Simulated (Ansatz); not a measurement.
A CCSD(T) single point on CH₃Cl₃OTi, SMILES `C[O][Ti]([Cl])([Cl])[Cl]`.

```yaml
crystal:
  periodic: [false, false, false]
  atoms:
    - {symbol: C, position_ang: [0.275865, -1.394594, 0.847478]}
    - {symbol: O, position_ang: [0.051308, -0.220714, 0.128872]}
    - {symbol: Ti, position_ang: [-0.225985, 1.226770, -0.755204]}
    - {symbol: Cl, position_ang: [-1.893958, 0.895580, -2.130840]}
    - {symbol: Cl, position_ang: [1.590048, 1.723123, -1.868683]}
    - {symbol: Cl, position_ang: [-0.711910, 2.824906, 0.657091]}
    - {symbol: H, position_ang: [1.296845, -1.740308, 0.668957]}
    - {symbol: H, position_ang: [-0.431270, -2.161099, 0.521557]}
    - {symbol: H, position_ang: [0.137558, -1.200064, 1.913671]}
basis:
  gaussian: {orbitals: def2-TZVPP}
correlation: {method: ccsd_t}
output: {orbitals: {seedname: orbitals}}
```

```sh
$ ansatz run in.yaml --threads 8 --pin off --events-out ev --progress --plain --max-ram 18278MiB
```

Output of Ansatz, abridged:

```
Functional definition: HF
1824 factors; integrals over basis functions are off by at most 1.0e-3 eV
mean field evaluation 1: about -63714.4977 eV, gradient 5.5e1 eV
mean field evaluation 2: about -63714.7745 eV, gradient 5.5e1 eV
mean field evaluation 4: about -63721.2446 eV, gradient 5.2e0 eV
mean field evaluation 8: about -63721.3479 eV, gradient 1.0e0 eV
mean field evaluation 16: about -63721.3524 eV, gradient 4.7e-6 eV
mean field -63721.35241497 eV, -2341.7165093660 hartree, gradient 4.7e-6 eV, S^2 0.000000; 0 other end points of the search recorded, 0 dependent functions left out
22 core orbitals not correlated: weight in the atoms' cores, before any rotation towards them, 1.000 or more for the frozen orbitals, at most 0.000 for the correlated occupied ones
reference -63721.35241497 eV, -2341.7165093660 hartree; 23, 23 occupied and 249, 249 virtual orbitals, 1824 factors
second order -38.59829858 eV of doubles, -0.00000000 eV of singles
cycle   1  -37.71700843 eV  change    8.8e-1 eV  update   3.0e-1
cycle   2  -39.23333363 eV  change    -1.5e0 eV  update   2.4e-1
cycle   3  -39.62970601 eV  change   -4.0e-1 eV  update   6.4e-2
cycle   4  -39.63475313 eV  change   -5.0e-3 eV  update   2.5e-2
cycle   5  -39.61146382 eV  change    2.3e-2 eV  update   9.6e-3
cycle   6  -39.60484757 eV  change    6.6e-3 eV  update   3.7e-3
cycle   7  -39.60559754 eV  change   -7.5e-4 eV  update   2.1e-3
cycle   8  -39.60585403 eV  change   -2.6e-4 eV  update   9.3e-4
cycle   9  -39.60599337 eV  change   -1.4e-4 eV  update   4.7e-4
cycle  10  -39.60661679 eV  change   -6.2e-4 eV  update   1.7e-4
cycle  11  -39.60646353 eV  change    1.5e-4 eV  update   9.9e-5
cycle  12  -39.60629999 eV  change    1.6e-4 eV  update   4.6e-5
cycle  13  -39.60637087 eV  change   -7.1e-5 eV  update   2.6e-5
cycle  14  -39.60630227 eV  change    6.9e-5 eV  update   1.7e-5
cycle  15  -39.60630593 eV  change   -3.7e-6 eV  update   4.8e-6
perturbative correction -2.20664403 eV, -0.0810926722 hartree
Total energy: -63763.16536492 eV, -2343.2531069351 hartree
```

Run time 5.6 min (8 threads of an Arm Neoverse V2 on a shared host); peak host memory 9.2 GiB.

The correlation energy is -41.813 eV, 5.3 % of it from (T); the T1 diagnostic reads 0.0238.
